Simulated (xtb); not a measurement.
A run for xtb: GFN2-xTB on CH4Sn (SMILES [CH3][SnH]), a point of a torsion scan.

```
$ xtb mol.xyz --gfn 2 --opt vtight --chrg 0 --uhf 0 --input xcontrol
6

C     -0.69593746     0.00616518    -0.00358411
Sn     1.28175525     0.86312911    -0.13211080
H     -0.75107775    -0.49189175     0.98894398
H     -1.40351909     0.83902412    -0.08005960
H     -0.82271079    -0.72408417    -0.83052952
H      2.24585864    -0.00595533     1.05948586
$constrain
  force constant=1.0
  dihedral: 3,1,2,6,20.0
$end
```

It printed:

```
[...]
           -------------------------------------------------
          |                Calculation Setup                |
           -------------------------------------------------



           -------------------------------------------------
          |                 G F N 2 - x T B                 |
           -------------------------------------------------

        Reference                      10.1021/acs.jctc.8b01176
      * Hamiltonian:
        H0-scaling (s, p, d)           1.850000    2.230000    2.230000
        zeta-weighting                 0.500000
      * Dispersion:
        s8                             2.700000
        a1                             0.520000
        a2                             5.000000
        s9                             5.000000
      * Repulsion:
        kExp                           1.500000    1.000000
        rExp                           1.000000
      * Coulomb:
        alpha                          2.000000
        third order                    shell-resolved
        anisotropic                    true
        a3                             3.000000
        a5                             4.000000
        cn-shift                       1.200000
        cn-exp                         4.000000
        max-rad                        5.000000


          ...................................................
          :                      SETUP                      :
          :.................................................:
          :  # basis functions                  18          :
          :  # atomic orbitals                  17          :
          :  # shells                            9          :
          :  # electrons                        12          :
          :  max. iterations                   250          :
          :  Hamiltonian                  GFN2-xTB          :
          :  restarted?                      false          :
          :  GBSA solvation                  false          :
          :  PC potential                    false          :
          :  electronic temp.          300.0000000     K    :
          :  accuracy                    1.0000000          :
          :  -> integral cutoff          0.2500000E+02      :
          :  -> integral neglect         0.1000000E-07      :
          :  -> SCF convergence          0.1000000E-05 Eh   :
          :  -> wf. convergence          0.1000000E-03 e    :
          :  Broyden damping             0.4000000          :
          :  net charge                          0          :
          :  unpaired electrons                  0          :
          ...................................................

 iter      E             dE          RMSdq      gap      omega  full diag
   1     -6.2358233 -0.623582E+01  0.239E+01    1.73       0.0  T
   2     -6.2585105 -0.226871E-01  0.100E+01    3.25       1.0  T
   3     -6.2920662 -0.335557E-01  0.121E+01    2.24       1.0  T
   4     -6.3090493 -0.169832E-01  0.873E-01    2.69       1.0  T
   5     -6.3091733 -0.123991E-03  0.237E-01    2.70       1.0  T
   6     -6.3091696  0.372385E-05  0.202E-01    2.69       1.0  T
   7     -6.3091747 -0.507894E-05  0.117E-01    2.70       1.0  T
   8     -6.3091770 -0.232741E-05  0.176E-03    2.70      23.2  T
   9     -6.3091770 -0.682570E-09  0.653E-04    2.70      62.5  T
  10     -6.3091770 -0.543725E-10  0.394E-04    2.70     103.5  T

   *** convergence criteria satisfied after 10 iterations ***

         #    Occupation            Energy/Eh            Energy/eV
      -------------------------------------------------------------
         1        2.0000           -0.7775648             -21.1586
         2        2.0000           -0.5594205             -15.2226
         3        2.0000           -0.4639920             -12.6259
         4        2.0000           -0.4609964             -12.5444
         5        2.0000           -0.4027107             -10.9583
         6        2.0000           -0.3606312              -9.8133 (HOMO)
         7                         -0.2613421              -7.1115 (LUMO)
         8                         -0.1592435              -4.3332
         9                         -0.1294942              -3.5237
        10                         -0.1003218              -2.7299
        11                         -0.0610188              -1.6604
       ...                                ...                  ...
        17                          0.5128605              13.9556
      -------------------------------------------------------------
                  HL-Gap            0.0992891 Eh            2.7018 eV
             Fermi-level           -0.3109867 Eh           -8.4624 eV

 SCC (total)                   0 d,  0 h,  0 min,  0.003 sec
 SCC setup                      ...        0 min,  0.000 sec (  3.052%)
 Dispersion                     ...        0 min,  0.000 sec (  1.123%)
 classical contributions        ...        0 min,  0.000 sec (  0.557%)
 int
[...]
         Energy/eV
      -------------------------------------------------------------
         1        2.0000           -0.7864277             -21.3998
         2        2.0000           -0.5573532             -15.1664
         3        2.0000           -0.4540635             -12.3557
         4        2.0000           -0.4517812             -12.2936
         5        2.0000           -0.3944807             -10.7344
         6        2.0000           -0.3726443             -10.1402 (HOMO)
         7                         -0.2670501              -7.2668 (LUMO)
         8                         -0.1850555              -5.0356
         9                         -0.1455786              -3.9614
        10                         -0.1089135              -2.9637
        11                         -0.0736539              -2.0042
       ...                                ...                  ...
        17                          0.4536338              12.3440
      -------------------------------------------------------------
                  HL-Gap            0.1055943 Eh            2.8734 eV
             Fermi-level           -0.3198472 Eh           -8.7035 eV

 SCC (total)                   0 d,  0 h,  0 min,  0.001 sec
 SCC setup                      ...        0 min,  0.000 sec (  3.363%)
 Dispersion                     ...        0 min,  0.000 sec (  0.929%)
 classical contributions        ...        0 min,  0.000 sec (  0.379%)
 integral evaluation            ...        0 min,  0.000 sec ( 28.054%)
 iterations                     ...        0 min,  0.000 sec ( 22.810%)
 molecular gradient             ...        0 min,  0.001 sec ( 40.566%)
 printout                       ...        0 min,  0.000 sec (  3.391%)

         :::::::::::::::::::::::::::::::::::::::::::::::::::::
         ::                     SUMMARY                     ::
         :::::::::::::::::::::::::::::::::::::::::::::::::::::
         :: total energy              -6.267313562797 Eh    ::
         :: gradient norm              0.000046626376 Eh/a0 ::
         :: HOMO-LUMO gap              2.873366058574 eV    ::
         ::.................................................::
         :: SCC energy                -6.321062452424 Eh    ::
         :: -> isotropic ES            0.003750343849 Eh    ::
         :: -> anisotropic ES          0.005593919548 Eh    ::
         :: -> anisotropic XC          0.000542285337 Eh    ::
         :: -> dispersion             -0.002491001935 Eh    ::
         :: repulsion energy           0.053748080430 Eh    ::
         :: add. restraining           0.000000809196 Eh    ::
         :: total charge              -0.000000000000 e     ::
         :::::::::::::::::::::::::::::::::::::::::::::::::::::

           -------------------------------------------------
          |                Property Printout                |
           -------------------------------------------------

    * Orbital Energies and Occupations

         #    Occupation            Energy/Eh            Energy/eV
      -------------------------------------------------------------
         1        2.0000           -0.7864277             -21.3998
         2        2.0000           -0.5573532             -15.1664
         3        2.0000           -0.4540635             -12.3557
         4        2.0000           -0.4517812             -12.2936
         5        2.0000           -0.3944807             -10.7344
         6        2.0000           -0.3726443             -10.1402 (HOMO)
         7                         -0.2670501              -7.2668 (LUMO)
         8                         -0.1850555              -5.0356
         9                         -0.1455786              -3.9614
        10                         -0.1089135              -2.9637
        11                         -0.0736539              -2.0042
        12                         -0.0673567              -1.8329
        13                          0.0817992               2.2259
        14                          0.2023431               5.5060
        15                          0.2447583               6.6602
        16                          0.2471912               6.7264
        17                          0.4536338              12.3440
      -------------------------------------------------------------
                  HL-Gap            0.1055943 Eh            2.8734 eV
             Fermi-level           -0.3198472 Eh           -8.7035 eV

     #   Z          covCN         q      C6AA      α(0)
     1   6 C        3.629    -0.195    24.826     7.176
     2  50 Sn       1.727     0.225   458.071    46.002
     3   1 H        0.925     0.053     2.289     2.366
     4   1 H        0.924     0.034     2.529     2.487
     5   1 H        0.924     0.039     2.464     2.455
     6   1 H        0.871    -0.155     8.007     4.431

 Mol. C6AA /au·bohr⁶  :       1124.455052
 Mol. C8AA /au·bohr⁸  :      84460.788526
 Mol. α(0) /au        :         64.916691


Wiberg/Mayer (AO) data.
largest (>0.10) Wiberg bond orders for each atom

 ---------------------------------------------------------------------------
     #   Z sym  total        # sym  WBO       # sym  WBO       # sym  WBO
 ---------------------------------------------------------------------------
     1   6 C    3.955 --     2 Sn   1.085     4 H    0.957     3 H    0.956
                             5 H    0.949
Note: The following floating-point exceptions are signalling: IEEE_UNDERFLOW_FLAG IEEE_DENORMAL
normal termination of xtb
     2  50 Sn   2.177 --     1 C    1.085     6 H    0.964
     3   1 H    0.997 --     1 C    0.956
     4   1 H    0.999 --     1 C    0.957
     5   1 H    0.998 --     1 C    0.949
     6   1 H    0.976 --     2 Sn   0.964
 ---------------------------------------------------------------------------

Topologies differ in total number of bonds
Writing topology from bond orders to xtbtopo.mol

molecular dipole:
                 x           y           z       tot (Debye)
 q only:       -0.036       0.375      -0.375
   full:       -0.151       0.788      -0.828       2.932
molecular quadrupole (traceless):
                xx          xy          yy          xz          yz          zz
 q only:       -1.189       1.803       1.555      -2.312      -0.206      -0.365
  q+dip:       -1.852       3.774       2.895      -3.935      -2.096      -1.044
   full:       -3.761       2.505       3.687      -4.857       1.290       0.074

           -------------------------------------------------
          |                Geometry Summary                 |
           -------------------------------------------------

      molecular mass/u    :      134.7526115
   center of mass at/Å    :        1.1525440       0.8560935      -0.1728495
  moments of inertia/u·Å² :        0.6425110E+01   0.7483090E+02   0.7816787E+02
rotational constants/cm⁻¹ :        0.2623711E+01   0.2252764E+00   0.2156593E+00

 * 3 selected distances

     #   Z          #   Z                                           value/Å
     1   6 C        3   1 H                                       1.0883961 (min)
     1   6 C        4   1 H                                       1.0913295
     1   6 C        5   1 H                                       1.0919890 (max)

 * 1 distinct bonds (by element types)

   Z      Z             #   av. dist./Å        max./Å        min./Å
   1 H    6 C           3     1.0905715     1.0919890     1.0883961


optimized geometry written to: xtbopt.xyz


           -------------------------------------------------
          | TOTAL ENERGY               -6.267313562797 Eh   |
          | GRADIENT NORM               0.000046626376 Eh/α |
          | HOMO-LUMO GAP               2.873366058574 eV   |
           -------------------------------------------------

------------------------------------------------------------------------
------------------------------------------------------------------------
 total:
 SCF:
 ANC optimizer:
```

The run finished.

Warnings raised: the energy holds the restraint's term.

Cost: very roughly 0.04 core-seconds.
